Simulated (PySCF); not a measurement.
In(GeH3)(H)2, SMILES [GeH3][InH2] (H₅GeIn), CAM-B3LYP/def2-SVP optimised geometry.

```
7

In    -1.55    -2.10    -1.98
Ge    -0.54    -0.73     0.00
H     -1.00     0.73     0.00
H     -0.99    -1.34     1.34
H      1.00    -0.73     0.00
H     -3.10    -1.70    -2.63
H     -0.68    -3.44    -2.66
```

Density from CAM-B3LYP/def2-TZVP, def2 effective core potentials past Kr run with PySCF 2.14.0 at that geometry. The core electrons that the potentials of In replace are not part of the density.

Minimum of the electron density along straight lines between bonded atoms, close to the bond critical point (lines longer than 1.1 times the sum of covalent radii, or with two minima, are not listed):

```json
[
 {"bond": "In1–Ge2", "length / Å": "2.612", "ρ at the minimum / e bohr⁻³": "0.068", "∇²ρ there / e bohr⁻⁵": "0.00", "position (fraction from the first atom)": "0.49"},
 {"bond": "Ge2–H3", "length / Å": "1.539", "ρ at the minimum / e bohr⁻³": "0.131", "∇²ρ there / e bohr⁻⁵": "0.06", "position (fraction from the first atom)": "0.59"},
 {"bond": "Ge2–H4", "length / Å": "1.542", "ρ at the minimum / e bohr⁻³": "0.130", "∇²ρ there / e bohr⁻⁵": "0.07", "position (fraction from the first atom)": "0.59"},
 {"bond": "Ge2–H5", "length / Å": "1.539", "ρ at the minimum / e bohr⁻³": "0.131", "∇²ρ there / e bohr⁻⁵": "0.06", "position (fraction from the first atom)": "0.59"},
 {"bond": "In1–H6", "length / Å": "1.732", "ρ at the minimum / e bohr⁻³": "0.104", "∇²ρ there / e bohr⁻⁵": "0.11", "position (fraction from the first atom)": "0.64"},
 {"bond": "In1–H7", "length / Å": "1.732", "ρ at the minimum / e bohr⁻³": "0.104", "∇²ρ there / e bohr⁻⁵": "0.11", "position (fraction from the first atom)": "0.64"}
]
```
